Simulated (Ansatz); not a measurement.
Isolated molecules relaxed with PBE0-D4/def2-TZVP in Ansatz; ΔE leaves out vibrations. CCSD(T)/CBS is the MP2 limit (def2-TZVPP, def2-QZVPP) plus CCSD(T) − MP2 in def2-TZVPP, frozen cores. DFT in def2-TZVPP.

Consider the isomerisation: `C#C[SiH](Cl)Cl` → `ClC1=C(Cl)[SiH2]1`.

`C#C[SiH](Cl)Cl`:

Cartesian coordinates in Å:
```
C -1.152 1.068 1.256
C -0.443 0.458 0.497
Si 0.635 -0.434 -0.648
Cl 1.580 -1.935 0.353
Cl -0.489 -1.219 -2.154
H -1.782 1.605 1.928
H 1.651 0.457 -1.232
```

`ClC1=C(Cl)[SiH2]1`:

Cartesian coordinates in Å:
```
Cl 2.021 -0.962 -1.338
C 0.710 -0.337 -0.470
C 0.431 0.788 0.179
Cl 1.227 2.243 0.510
Si -0.959 -0.378 0.244
H -2.167 -0.195 -0.594
H -1.262 -1.159 1.468
```

Task: Is it downhill or uphill in electronic energy at CCSD(T)/CBS, and by how much? (Estimate.)

Result: Computed: Uphill: ΔE = +336.7 kJ/mol.

Task: What do these levels give: PBE-D4, BLYP-D4, r2SCAN, BHLYP, RPA@PBE/def2-TZVPP, SCS-MP2/def2-TZVPP? (An estimate is asked.)

Result: Ansatz gave: PBE-D4 279.7, BLYP-D4 309.5, r2SCAN 307.7, BHLYP 337.8, RPA@PBE/def2-TZVPP 316.9, SCS-MP2/def2-TZVPP 340.5 kJ/mol.

Largest T1 diagnostic among the species: 0.013.

From r2SCAN to r2SCAN0 (25 % exact exchange), in def2-TZVPP and without D4, ΔE moves by +5.8 kJ/mol. Leaving LDA and LC-ωPBE aside and taking each functional with its dispersion term where it has one, the values, not all of them listed here, spread over 58.0 kJ/mol, from PBE-D4 to BHLYP-D4. LDA lies −21.8 kJ/mol from PBE without D4. In def2-TZVPP, CCSD(T) changes the Hartree–Fock value by −40.5 kJ/mol (the triples alone add −7.4 kJ/mol) and MP2 by −34.7 kJ/mol.
